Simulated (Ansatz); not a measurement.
A run for Ansatz (a first-principles code): R-CCSD(T)/aug-cc-pV(D+d)Z on FH5Si (a complex), monomers drawn apart or pushed together. Files ending in .json are basis or fitting sets from the Basis Set Exchange.

Ansatz 0.2 input:
```yaml
crystal:
  periodic: [false, false, false]
  atoms:
    - {symbol: F, position_ang: [-0.20220298, -0.42935252, -0.46784282]}
    - {symbol: H, position_ang: [-0.10078953, -0.77048519, 0.39115753]}
    - {symbol: Si, position_ang: [0.02444407, 0.36551248, 4.44738464]}
    - {symbol: H, position_ang: [0.11008473, -0.78669219, 3.50670239]}
    - {symbol: H, position_ang: [1.11214753, 1.31367380, 4.13266860]}
    - {symbol: H, position_ang: [0.17795700, -0.16671186, 5.81751698]}
    - {symbol: H, position_ang: [-1.29398246, 1.01082365, 4.28465288]}
basis:
  gaussian:
    orbitals: aug-cc-pV_D+d_Z.json
magnetization: {spin_polarized: false}
correlation: {method: ccsd_t, electrons: outside_noble_gas}
scf: {lower_state_search: off}
```

The log:

```
WARN ansatz: RAYON_NUM_THREADS=2 ignored (pool sized by the plan → 2); use --threads N
Functional definition: HF
these checks for a lower state are left out or cut short: stability, starts, cluster_reference, orbital_swaps, neighbouring_geometries, increment
integrals: 0.13 GiB planned
972 factors; integrals over basis functions are off by at most 1.0e-3 eV
mean field: 0.19 GiB planned
mean field evaluation 1: about -10645.7452 eV, gradient 2.6e1 eV
mean field evaluation 2: about -10645.7443 eV, gradient 2.6e1 eV
mean field evaluation 4: about -10647.3354 eV, gradient 2.2e0 eV
mean field evaluation 8: about -10647.3619 eV, gradient 8.4e-2 eV
mean field -10647.36198534 eV, -391.2833359200 hartree, gradient 7.4e-7 eV, S^2 0.000000; 0 other end points of the search recorded, 0 dependent functions left out
6 core orbitals not correlated
reference -10647.36198534 eV, -391.2833359200 hartree; 8, 8 occupied and 86, 86 virtual orbitals, 972 factors
second order -9.38470820 eV of doubles, -0.00000000 eV of singles
coupled cluster: 0.36 GiB planned
cycle   1  -9.98916030 eV  change   -6.0e-1 eV  update   7.7e-2
cycle   2  -10.29014501 eV  change   -3.0e-1 eV  update   2.3e-2
cycle   3  -10.35727596 eV  change   -6.7e-2 eV  update   1.1e-2
cycle   4  -10.35243493 eV  change    4.8e-3 eV  update   2.4e-3
cycle   5  -10.35221803 eV  change    2.2e-4 eV  update   7.2e-4
cycle   6  -10.35232036 eV  change   -1.0e-4 eV  update   2.4e-4
cycle   7  -10.35221146 eV  change    1.1e-4 eV  update   6.3e-5
cycle   8  -10.35219635 eV  change    1.5e-5 eV  update   1.9e-5
perturbative correction -0.19460395 eV, -0.0071515633 hartree
Total energy: -10657.90878564 eV, -391.6709236822 hartree
Checks for a lower state left out: stability, starts, cluster_reference, orbital_swaps, neighbouring_geometries, increment
```

Self-consistency was reached.

Cost: about 7 core-seconds (a rough figure).
